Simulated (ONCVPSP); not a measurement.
**Building the ONCV potential for Ru (PBE, scalar-relativistic).**

```json
{
 "Element": "ruthenium",
 "Generator": "ONCVPSP 4.0.1",
 "Type": "optimised norm-conserving Vanderbilt (ONCV)",
 "Functional": "PBE",
 "Relativity": "scalar-relativistic",
 "Frozen core": "[Ar] 3d10",
 "Valence charge": "16",
 "Reference configuration": "4s2 4p6 4d7 5s1",
 "Partial waves": "4s+5s: rc 1.60 bohr, ncon 4, nbas 8, qcut 9.3 1/bohr, 2 projectors; 4p: rc 1.75 bohr, ncon 5, nbas 9, qcut 6.9 1/bohr, 2 projectors, debl 0.9 Ha; 4d: rc 2.25 bohr, ncon 4, nbas 8, qcut 5.6 1/bohr, 2 projectors, debl 3.5 Ha",
 "Local potential": "polynomial inside 1.05 bohr (lpopt 5, dvloc0 0 Ha)",
 "Core correction": "Teter function fitted to the true core (icmod 2), fcfact 0.3"
}
```

In the p channel the program set the typed energies aside and used -1.706, 0.250 Ha.

All-electron outer shells of the reference configuration (PBE, scalar-relativistic, ld1.x):

```
shell  level (eV)  outermost node (bohr)  outermost maximum (bohr)
   3d     -273.12                      –                      0.30
   4s      -76.37                   0.48                      0.92
   4p      -46.42                   0.49                      0.98
   4d       -5.20                   0.48                      1.21
   5s       -4.24                   1.24                      2.73
```

Problem. Estimate the cutoffs (Ha) at which the residual kinetic energy of the hardest occupied pseudo-wave falls to 1 and 0.1 mHa per electron.

Solution. 27 Ha and 31 Ha.

Problem. What does a ghost test show?

Solution. No bound ghost flagged; GHOST(+) flagged for s at 190.5 eV, d at 455.7 eV.

Problem. Which valence shell sets the plane-wave cutoff?

Solution. 4s: 27 Ha for 1 mHa per electron, against 23 Ha for 5s.

Problem. Tests: 4s2 4p6 4d7 5s0; 4s2 4p6 4d6 5s0; 4s2 4p6 4d5 5s0; 4s2 4p6 4d7.5 5s0.5. Which has the largest error in its energy relative to the reference configuration, and how large is it?

Solution. 4s2 4p6 4d5 5s0, with +68 meV (all-electron minus pseudo) on +56.10 eV.
